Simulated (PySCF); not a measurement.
# How good is the calculation?

Atom-mapped SMILES (the numbers label the heavy atoms): `[SiH3:1][Si:2]([SiH3:3])([SiH3:4])[SiH3:5]` (H(Xn): hydrogen on atom n).

The experiment to reproduce: δ 29Si Si1/Si3/Si4/Si5 -89.6; Si2 -165.9 ppm (measured; C. Corminboeuf, T. Heine, J. Weber, Chem. Phys. Lett. 357 (2002) 1).

Calculated, not measured (PySCF): GIAO PBE0/pcSseg-1 shieldings, structure optimised with GFN2-xTB. Fast rotation and ring inversion assumed for equivalent nuclei, single conformer, non-relativistic Hamiltonian, isolated molecule.

(1) What does the calculation give, and how does it compare?

(2) How far are the unscaled 29Si shifts from the references?

Results:

(1) 
Reference values: measured (C. Corminboeuf, T. Heine, J. Weber, Chem. Phys. Lett. 357 (2002) 1).
| atoms | quantity | reference | computed | computed, scaled |
| --- | --- | --- | --- | --- |
| Si1/Si3/Si4/Si5 | δ 29Si vs TMS | -89.6 | -108.2 | -95.9 |
| Si2 | δ 29Si vs TMS | -165.9 | -167.4 | -144.6 |

Computed shifts are σ(ref) − σ with the named reference compound (TMS for H and C) calculated as an isolated molecule at the same level. The measured values may be among those fitted. Shieldings were converted by a linear fit to measured shifts: 29Si (scatter 8.9 ppm rms, 25.8 ppm with the 6 outliers that the fit left out vs TMS, solution or neat liquid). Occasional misses reach two or three times the rms, and more in compound classes unlike the fitted ones.

(2) Mean signed difference -10.05 ppm, mean absolute 10.05 ppm over 2 comparisons; the largest is -18.6 ppm at Si1/Si3/Si4/Si5 (silicon bonded to Si, 3 H).
